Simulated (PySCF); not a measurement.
Species: C₂H₇BGe.
Cartesian coordinates in Å at the PBE0-D3(BJ)/def2-SVP level; atoms count from 1:
```
atom  x, y, z in Å
B1     2.1386    0.4146    0.3278
Ge2    0.5949   -0.4556   -0.7237
C3    -0.9788   -0.4012    0.4301
C4    -2.0471    0.3640    0.1916
H5     2.6315    1.4690    0.0051
H6     2.5409   -0.1141    1.3377
H7     0.2294    0.2651   -2.0380
H8     0.9151   -1.9332   -1.0482
H9    -0.9620   -1.0206    1.3358
H10   -2.9088    0.3827    0.8690
H11   -2.1168    1.0043   -0.6951
```

Computed, not measured: MP2 and CCSD/aug-cc-pVDZ in PySCF, restricted Hartree–Fock reference, frozen core, non-relativistic, gas phase, PBE0-D3(BJ)/def2-SVP geometry.

E(HF) = -2179.77448 Eh.

Task: How large is the problem?

Result: 168 basis functions and 56 electrons; 12 orbitals frozen, which leaves o = 16 correlated occupied and v = 140 virtual orbitals. That is o·v = 2240 singles and o·v(o·v + 1)/2 = 2509920 distinct closed-shell doubles amplitudes before symmetry; the costliest CCSD step grows as o²v⁴ = 9.8 × 10^10.

Task: What are the MP2 and CCSD correlation energies?

Result: MP2 -0.4909 Eh and CCSD -0.5510 Eh, which gives totals of -2180.26539 and -2180.32550 Eh. That is 0.469 eV for each correlated electron at CCSD (1447 kJ/mol in all, 0.025 % of the total energy); MP2 gives 89.1 % of the CCSD value.

Task: What is the T1 diagnostic?

Result: 0.0106, below the customary warning level of 0.02. It is the norm of the spatial-orbital singles amplitudes over the root of the number of correlated electrons, so the norm is 0.060.

Task: How does correlation change the dipole moment?

Result: HF gives 0.48 D and CCSD (unrelaxed density) 0.44 D, a change of -0.04 D; the two vectors are 13° apart.

No triples correction and no basis-set extrapolation were made.

One conformer stands for the species.
